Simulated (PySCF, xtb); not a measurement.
Hf(Me)(H)3 (CH6Hf), SMILES [CH3][HfH3], multiplicity 1.

Harmonic wavenumbers (cm⁻¹) from GFN2-xTB (xtb) at its own minimum, in rising order: 55, 304, 305, 362, 554, 555, 593, 662, 662, 1224, 1224, 1256, 1358, 1552, 1552, 2894, 2895, 2936.

Task: What does PBE-D3(BJ)/def2-TZVP in PySCF give at its own minimum? (The exact figures need the calculation; the answer reports its results.)

Result: 129, 258, 258, 467, 492, 492, 577, 646, 646, 1118, 1357, 1357, 1645, 1645, 1689, 2919, 3007, 3007. Paired by order, the mean absolute difference is 84 cm⁻¹ and the zero-point energies are 29.9 and 31.0 kcal/mol.
